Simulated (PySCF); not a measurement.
## Al⁺ (aluminium, charge +1) across methods

[Ne] 3s2, closed-shell 1S. All numbers are calculated (PySCF 2.14, no relativity, point nucleus, in aug-cc-pV(5+d)Z (8s7p6d4f3g2h, 136 functions)).

```tsv
method	E (hartree)	mean ε 2s (eV)	mean ε 2p (eV)	mean ε 3s (eV)	Σ⟨r²⟩ (bohr²)	⟨S²⟩
BP86	-242.1651	-116.19	-78.176	-14.916	16.78	0.000
LDA	-241.0965	-115.41	-78.129	-14.891	16.78	0.000
wB97M-V	-242.1463	-125.53	-85.039	-17.894	16.88	0.000
PBE	-242.0113	-116.05	-78.027	-14.781	16.85	0.000
UHF	-241.67461	-141.98	-95.858	-17.750	17.28	0.000
r2SCAN	-242.1106	-119.64	-79.844	-14.935	16.96	0.000
PBE0	-242.0316	-122.82	-82.769	-15.736	16.88	0.000
B97-3	-242.1254	-123.42	-83.151	-15.757	16.80	0.000
```
